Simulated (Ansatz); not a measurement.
Geometry optimisation, RKS PBE-D4/def2-SVP in Ansatz.

input.yaml

```yaml
crystal:
  periodic: [false, false, false]
  atoms:
    - { symbol: F, position_ang: [-0.6945, -0.2093, 1.6932] }
    - { symbol: C, position_ang: [0.2622, 0.4307, 0.9479] }
    - { symbol: O, position_ang: [-0.285, 1.4386, 0.0945] }
    - { symbol: C, position_ang: [0.2764, 0.2712, -0.5226] }
    - { symbol: Te, position_ang: [-1.442, -0.8915, -1.3117] }
    - { symbol: H, position_ang: [-0.41127, 2.37961, 0.37495] }
    - { symbol: H, position_ang: [1.1704, 0.4383, -1.076] }
    - { symbol: H, position_ang: [-0.4141, -2.2919, -1.3067] }
basis:
  gaussian: { orbitals: def2-SVP }
hamiltonian:
  xc: pbe
  dispersion: d4
relax:
  f_tol: 0.02
  max_steps: 50
```

Launched with:

```bash
$ ansatz run input.yaml --threads 2 --pin off --max-ram 3072MiB --backend cpu --events-out ev --progress --plain --runs-dir out
```

**Question.** Where does it end, and by what steps?

**Answer.** The run converged. After 27 steps the energy has fallen by 2.020 eV; H8 moved furthest, 1.26 Å. Parted: C2–O3 (1.43 → 2.11 Å).

| step | energy less start (eV) | largest force component (eV/Å) | accepted |
| --- | --- | --- | --- |
| 0 | 0.0000 | 3.803 | yes |
| 1 | -0.5724 | 2.997 | yes |
| 2 | -0.9212 | 2.136 | yes |
| 3 | -1.3260 | 3.136 | yes |
| 4 | -1.6767 | 2.095 | yes |
| 5 | -1.8982 | 1.037 | yes |
| 6 | -1.9344 | 0.358 | yes |
| 7 | -1.9033 | 0.912 | no |
| 8 | -1.9496 | 0.099 | yes |
| 9 | -1.9542 | 0.351 | yes |
| 10 | -1.9647 | 0.305 | yes |
| 11 | -1.9584 | 0.447 | no |
| 12 | -1.9714 | 0.118 | yes |
| 13 | -1.9739 | 0.146 | yes |
| 14 | -1.9765 | 0.180 | yes |
| 15 | -1.9770 | 0.188 | yes |
| 16 | -1.9816 | 0.184 | yes |
| 17 | -1.9882 | 0.269 | yes |
| 18 | -1.9879 | 0.485 | no |
| 19 | -1.9976 | 0.161 | yes |
| 20 | -2.0061 | 0.106 | yes |
| 21 | -2.0085 | 0.357 | yes |
| 22 | -2.0115 | 0.207 | yes |
| 23 | -2.0198 | 0.051 | yes |
| 24 | -2.0199 | 0.051 | yes |
| 25 | -2.0202 | 0.028 | yes |
| 26 | -2.0202 | 0.027 | yes |
| 27 | -2.0202 | 0.017 | yes |

```xyz
8
Properties=species:S:1:pos:R:3
F -0.702 -0.127 1.973
C 0.271 0.479 1.308
O -0.606 1.498 -0.315
C 0.091 0.240 -0.161
Te -1.211 -1.431 -0.760
H 0.054 2.206 -0.139
H 1.030 0.176 -0.746
H -0.465 -1.475 -2.266
```

Whether the end is a true minimum wasn't checked by a vibrational analysis.

The run took 35 s on 2 threads of Intel(R) Xeon(R) Platinum 8488C (Sapphire Rapids), with other jobs on the host, peak memory 0.18 GiB.
